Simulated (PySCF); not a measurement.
PySCF job for B(GeH3)(H)2 (BGeH5), SMILES [BH2][GeH3], TDDFT-M06-2X/def2-SVPD. Geometry: ωB97X-D3(BJ)/def2-TZVP.

```python
import numpy as np
from pyscf import gto, scf, dft, tdscf

mol = gto.M(
    atom='''
    B    -1.72626963    0.01525431    0.00000000
    Ge    0.33279532    0.00210952    0.00000000
    H     0.94056186    0.66523557    1.24478560
    H     0.94056185    0.66523557   -1.24478560
    H     0.77954987   -1.47198409   -0.00000001
    H    -2.33938781   -0.00113162   -1.02492296
    H    -2.33938782   -0.00113163    1.02492295
    ''',
    basis='def2-SVPD',
    charge=0,
    spin=0,
    symmetry=True,
    max_memory=1600,
    verbose=4,
)
mf = dft.RKS(mol, xc='m06-2x').density_fit(auxbasis='def2-universal-jkfit')
mf.grids.level = 4
mf.conv_tol = 1e-9
mf.max_cycle = 100
mf.kernel()
mf.grids = dft.Grids(mol).set(level=2).build(with_non0tab=True)  # coarser grid for the response kernel
td = tdscf.TDDFT(mf)
td.singlet = True
td.nstates = 10
td.conv_tol = 1e-4
td.kernel(x0=td.get_init_guess(mf, 15))
td.analyze()
tt = tdscf.TDA(mf)
tt.singlet = False
tt.nstates = 4
tt.conv_tol = 1e-4
tt.kernel(x0=tt.get_init_guess(mf, 9))
tt.analyze(verbose=3)
```

Program output:

```
PySCF version 2.14.0

[INPUT] verbose = 4
[INPUT] num. atoms = 7
[INPUT] num. electrons = 42
[INPUT] charge = 0
[INPUT] spin (= nelec alpha-beta = 2S) = 0
[INPUT] symmetry True subgroup None
[INPUT] Mole.unit = angstrom
[INPUT] Symbol           X                Y                Z      unit          X                Y                Z       unit  Magmom
[INPUT]  1 B     -1.726269630000   0.015254310000   0.000000000000 AA   -3.262176817854   0.028826468119   0.000000000000 Bohr   0.0
[INPUT]  2 Ge     0.332795320000   0.002109520000   0.000000000000 AA    0.628892010337   0.003986415054   0.000000000000 Bohr   0.0
[INPUT]  3 H      0.940561860000   0.665235570000   1.244785600000 AA    1.777404318612   1.257113035619   2.352303867802 Bohr   0.0
[INPUT]  4 H      0.940561850000   0.665235570000  -1.244785600000 AA    1.777404299714   1.257113035619  -2.352303867802 Bohr   0.0
[INPUT]  5 H      0.779549870000  -1.471984090000  -0.000000010000 AA    1.473135754740  -2.781646789817  -0.000000018897 Bohr   0.0
[INPUT]  6 H     -2.339387810000  -0.001131620000  -1.024922960000 AA   -4.420802260046  -0.002138451877  -1.936823693179 Bohr   0.0
[INPUT]  7 H     -2.339387820000  -0.001131630000   1.024922950000 AA   -4.420802278943  -0.002138470774   1.936823674281 Bohr   0.0

nuclear repulsion = 94.8617239537194
point group symmetry = Cs
symmetry origin: [ 1.79973919e-09 -4.49934798e-10 -8.99869586e-10]
symmetry axis x: [ 1.00000000e+00 -5.29181623e-10  6.69899352e-10]
symmetry axis y: [ 5.29181624e-10  1.00000000e+00 -2.08773071e-09]
symmetry axis z: [-6.69899350e-10  2.08773074e-09  1.00000000e+00]
num. orbitals of irrep A' = 62
num. orbitals of irrep A" = 36
number of shells = 42
number of NR pGTOs = 160
number of NR cGTOs = 98
basis = def2-SVPD
ecp = {}


[settings echo left out]
init E= -2103.69709452289
HOMO (A') = -0.303677686798111  LUMO (A') = -0.113931814914253  gap/eV = 5.16325
cycle= 1 E= -2104.49228575845  delta_E= -0.795  |g|= 0.176  |ddm|=  2.5
HOMO (A') = -0.35599270774606  LUMO (A') = -0.0629933640168998  gap/eV = 7.97292
cycle= 2 E= -2104.49975223427  delta_E= -0.00747  |g|= 0.129  |ddm|= 0.377
HOMO (A') = -0.346596948783132  LUMO (A') = -0.055563717300577  gap/eV = 7.91942
cycle= 3 E= -2104.50150546817  delta_E= -0.00175  |g|= 0.0193  |ddm|= 0.119
HOMO (A') = -0.346015802853897  LUMO (A') = -0.0536623548764901  gap/eV = 7.95534
cycle= 4 E= -2104.5016254728  delta_E= -0.00012  |g|= 0.00304  |ddm|= 0.0653
HOMO (A') = -0.347390520541603  LUMO (A') = -0.0547853776162683  gap/eV = 7.96219
cycle= 5 E= -2104.50162964276  delta_E= -4.17e-06  |g|= 0.000923  |ddm|= 0.00744
HOMO (A') = -0.347155911855623  LUMO (A') = -0.0544717736891975  gap/eV = 7.96434
cycle= 6 E= -2104.50163009021  delta_E= -4.47e-07  |g|= 0.000191  |ddm|= 0.00215
HOMO (A') = -0.347164729666361  LUMO (A') = -0.0544976743583785  gap/eV = 7.96388
cycle= 7 E= -2104.50163011259  delta_E= -2.24e-08  |g|= 3.97e-05  |ddm|= 0.000622
HOMO (A') = -0.347171691305267  LUMO (A') = -0.0544943229506858  gap/eV = 7.96416
cycle= 8 E= -2104.50163011385  delta_E= -1.26e-09  |g|= 7.79e-06  |ddm|= 0.000159
HOMO (A') = -0.347171012628686  LUMO (A') = -0.0544940035134869  gap/eV = 7.96415
cycle= 9 E= -2104.50163011391  delta_E= -5.5e-11  |g|= 1.7e-06  |ddm|= 2.41e-05
HOMO (A') = -0.347170951752573  LUMO (A') = -0.0544939609136468  gap/eV = 7.96415
Extra cycle  E= -2104.50163011391  delta_E= -4.55e-13  |g|= 6.57e-07  |ddm|= 4.86e-06
converged SCF energy = -2104.50163011391
tot grids = 51112


******** <class 'pyscf.tdscf.rks.TDDFT'> for <class 'pyscf.df.df_jk.DFSymAdaptedRKS'> ********
nstates = 10 singlet
deg_eia_thresh = 1.000e-03
wfnsym = None
conv_tol = 0.0001
eigh lindep = 1e-12
eigh level_shift = 0
eigh max_cycle = 100


Excitation energies (eV)
[3.9801835  5.28284217 6.61321609 6.67374407 7.70094004 8.262474
 8.36279309 8.48976733 8.57408719 8.89438726]

** Singlet excitation energies and oscillator strengths **
Excited State   1:   A'      3.98018 eV    311.50 nm  f=0.0033
      21 -> 22       -0.69732
Excited State   2:   A"      5.28284 eV    234.69 nm  f=0.0009
      18 -> 22        0.46158
      20 -> 22        0.52788
Excited State   3:   A"      6.61322 eV    187.48 nm  f=0.0046
      18 -> 22       -0.52529
      20 -> 22        0.46448
Excited State   4:   A'      6.67374 eV    185.78 nm  f=0.0642
      19 -> 22       -0.69377
Excited State   5:   A'      7.70094 eV    161.00 nm  f=0.0020
      21 -> 23       -0.69455
      21 -> 27        0.10394
Excited State   6:   A"      8.26247 eV    150.06 nm  f=0.0091
      21 -> 25       -0.67895
Excited State   7:   A'      8.36279 eV    148.26 nm  f=0.4527
      21 -> 24        0.67709
      21 -> 26       -0.10969
Excited State   8:  ???      8.48977 eV    146.04 nm  f=0.0257
      21 -> 24       -0.11298
      21 -> 26       -0.67415
Excited State   9:   A"      8.57409 eV    144.60 nm  f=0.0932
      20 -> 23       -0.65761
      20 -> 24       -0.16376
      20 -> 27        0.13156
Excited State  10:   A'      8.89439 eV    139.40 nm  f=0.2116
      19 -> 23        0.63552
      19 -> 24        0.24123
      19 -> 27       -0.12627

** Transition electric dipole moments (AU) **
state          X           Y           Z        Dip. S.      Osc.
  1         0.0204     -0.1815      0.0000      0.0334      0.0033
  2         0.0000     -0.0000      0.0831      0.0069      0.0009
  3         0.0000     -0.0000      0.1680      0.0282      0.0046
  4         0.5733     -0.2536      0.0000      0.3930      0.0642
  5        -0.0230     -0.1014     -0.0000      0.0108      0.0020
  6        -0.0000      0.0000     -0.2126      0.0452      0.0091
  7        -1.4839      0.0857      0.0000      2.2094      0.4527
  8         0.3292     -0.1229      0.0000      0.1235      0.0257
  9         0.0000     -0.0000      0.6661      0.4437      0.0932
 10         0.0454      0.9843     -0.0000      0.9709      0.2116

** Transition velocity dipole moments (imaginary part, AU) **
state          X           Y           Z        Dip. S.      Osc.
  1         0.0033     -0.0338      0.0000      0.0012      0.0052
  2        -0.0000      0.0000      0.0164      0.0003      0.0009
  3        -0.0000      0.0000      0.0420      0.0018      0.0048
  4         0.1450     -0.0643     -0.0000      0.0252      0.0684
  5        -0.0068     -0.0315     -0.0000      0.0010      0.0024
  6         0.0000     -0.0000     -0.0690      0.0048      0.0104
  7        -0.4849      0.0281     -0.0000      0.2359      0.5118
  8         0.1110     -0.0398     -0.0000      0.0139      0.0297
  9         0.0000     -0.0000      0.2244      0.0503      0.1065
 10         0.0158      0.3418     -0.0000      0.1171      0.2388

** Transition magnetic dipole moments (imaginary part, AU) **
state          X           Y           Z
  1         0.0000     -0.0000      1.2307
  2         1.1950      0.0195     -0.0000
  3        -0.7519     -0.0765     -0.0000
  4         0.0000      0.0000     -0.2037
  5        -0.0000      0.0000     -0.0575
  6         0.1278      0.9137      0.0000
  7         0.0000     -0.0000     -0.2405
  8        -0.0000      0.0000     -0.9519
  9         0.0572      0.9723      0.0000
 10         0.0000     -0.0000     -0.6935


******** <class 'pyscf.tdscf.rks.TDA'> for <class 'pyscf.df.df_jk.DFSymAdaptedRKS'> ********
nstates = 4 triplet
deg_eia_thresh = 1.000e-03
wfnsym = None
conv_tol = 0.0001
eigh lindep = 1e-12
eigh level_shift = 0
eigh max_cycle = 100


Excitation energies (eV)
[3.38388817 4.81699892 5.97917846 6.35662499]

** Triplet excitation energies and oscillator strengths **
Excited State   1:   A'      3.38389 eV    366.40 nm  f=0.0000
Excited State   2:   A"      4.81700 eV    257.39 nm  f=0.0000
Excited State   3:   A'      5.97918 eV    207.36 nm  f=0.0000
Excited State   4:   A"      6.35662 eV    195.05 nm  f=0.0000
```

The calculation finished and met its thresholds.

Cost: around 6 core-minutes (rough).
